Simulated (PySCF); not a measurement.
Molfile (atoms numbered from 1):
```
CH7NOSi
     RDKit          3D

 11 10  0  0  0  0  0  0  0  0999 V2000
   -1.7107   -0.0561    0.1496 C   0  0  0  0  0  0  0  0  0  0  0  0
   -0.3627    0.2534    0.3422 O   0  0  0  0  0  0  0  0  0  0  0  0
    0.9018   -0.6384   -0.2851 Si  0  0  0  0  0  4  0  0  0  0  0  0
    2.4222    0.0910    0.0174 N   0  0  0  0  0  0  0  0  0  0  0  0
   -1.9703   -0.1622   -0.9215 H   0  0  0  0  0  0  0  0  0  0  0  0
   -2.0015   -0.9941    0.6598 H   0  0  0  0  0  0  0  0  0  0  0  0
   -2.3292    0.7553    0.5642 H   0  0  0  0  0  0  0  0  0  0  0  0
    0.9130   -1.9908    0.3513 H   0  0  0  0  0  0  0  0  0  0  0  0
    0.7032   -0.7459   -1.7634 H   0  0  0  0  0  0  0  0  0  0  0  0
    2.8188    0.0497    0.9494 H   0  0  0  0  0  0  0  0  0  0  0  0
    2.6675    0.9613   -0.4409 H   0  0  0  0  0  0  0  0  0  0  0  0
  1  2  1  0
  2  3  1  0
  3  4  1  0
  1  5  1  0
  1  6  1  0
  1  7  1  0
  3  8  1  0
  3  9  1  0
  4 10  1  0
  4 11  1  0
M  END
```

[PySCF 2.14.0 with density-fitted response routines: PBE0-D3(BJ)/def2-SVP geometry; NMR shieldings at PBE0/pcSseg-1/GIAO; equivalent nuclei averaged; one conformer; no solvent; non-relativistic]

References, each an isolated molecule treated in the same way: TMS for 13C and 1H and 29Si; 17O against H2O; 15N vs NH3.

```json
{"atoms": "N4", "nucleus": "15N", "count": "1", "δ (ppm)": "27.7"}
{"atoms": "H8/H9", "nucleus": "1H", "count": "2", "δ (ppm)": "4.57"}
{"atoms": "Si3", "nucleus": "29Si", "count": "1", "δ (ppm)": "?"}
{"atoms": "H5/H6/H7", "nucleus": "1H", "count": "3", "δ (ppm)": "3.52"}
{"atoms": "H10/H11", "nucleus": "1H", "count": "2", "δ (ppm)": "0.98"}
{"atoms": "O2", "nucleus": "17O", "count": "1", "δ (ppm)": "?"}
{"atoms": "C1", "nucleus": "13C", "count": "1", "δ (ppm)": "50.0"}
```

Complete the table.

Results:


- O2: 28.8 ppm, oxygen bonded to C, Si
- Si3: -28.2 ppm, silicon bonded to N, O, 2 H

OH and NH positions are those of a molecule without intermolecular hydrogen bonds; in solution they move with solvent, concentration and temperature, and exchange usually removes their couplings. Shifts are as computed. Against solution values, carbons near 30 ppm lie about +2 ppm off and those near 130 ppm about +5 ppm. Of 1211 compounds with measured shifts, 218 miss one by over three times the rms of a fit or turn the order of signals round; such compounds aren't used in these exercises. Experimental scales use liquid or dissolved standards, which lie at an offset from isolated NH3 (liquid NH3: subtract about 20 ppm) and H2O (liquid H2O: subtract about 36 ppm).
